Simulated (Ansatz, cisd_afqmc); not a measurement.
System: Sc, charge 0, doublet.

Total energies in def2-TZVPP, 3 correlated electrons, 9 frozen orbitals. Open shells are spin-unrestricted; no spin-orbit coupling. Correlated methods leave the cores frozen (noble-gas shells, and filled d and f shells in the p block). No relativity. AFQMC is phaseless with a CISD trial state; ± is one standard error, without the phaseless bias. Outlying blocks are dropped, and bars are widened where a walk drifts. Over all cases where full CI ran beside it in this data, AFQMC minus full CI had a median of +0.1 mEh and passed +0.4 mEh in a tenth of the cases. The determinant of Sc ([Sc], doublet) is a saddle point of the SCF energy; a lower one exists, which strains HF and MP2. Open-shell metal atoms are single determinants of the lowest configuration found, not pure terms.

```tsv
method	program	energy (Eh)	minus CCSDT (mEh)
HF	Ansatz	-759.72504	41.03
MP2	Ansatz	-759.75384	12.24
CCSD	Ansatz	-759.76445	1.62
CCSD(T)	Ansatz	-759.76552	0.56
CCSDT	Ansatz	-759.76607	0.00
AFQMC/CISD	cisd_afqmc	-759.7657 ± 0.0001	0.4 ± 0.1
```

Ansatz is a quantum-chemistry and plane-wave program.
